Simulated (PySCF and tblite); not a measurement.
Results of a calculation; reference values are marked as such.
C6H7NO, numbered as in [CH3:1][O:2][c:3]1[cH:4][cH:5][cH:6][n:7][cH:8]1.

Conformers came from 60 starts (ETKDG and KDG, MMFF94s, GFN2-xTB); geometries are GFN2-xTB. Free energies are PBE0-D3(BJ)/pcSseg-1 (IEF-PCM, chloroform) single points with GFN2-xTB rigid-rotor and vibrational terms (modes under about 100 cm⁻¹ blended into free rotors). Symmetry numbers and mirror images are counted. Conformers within 3 kcal/mol (GFN2-xTB free energy) were kept, 4 at most. (PySCF 2.14, tblite 0.8.)

Rotational constants are equilibrium values for the commonest isotopes; dipoles come from the energy level named and are polarised by its solvent model.

Torsions listed: C1–O2–C3–C4.

| conformer | shape | symmetry |
| --- | --- | --- |
| 1 | 0° | Cs |
| 2 | 180° | Cs |

Problem. Give the rotational constants and dipole components.

Solution. 
```tsv
conformer	A (MHz)	B (MHz)	C (MHz)	abs μa (D)	abs μb (D)	abs μc (D)	κ	Ic−Ia−Ib (u Å²)
1	5292	1591	1233	2.93	3.56	0.00	-0.82	-3.2
2	5222	1607	1238	1.85	1.17	0.01	-0.82	-3.2
```
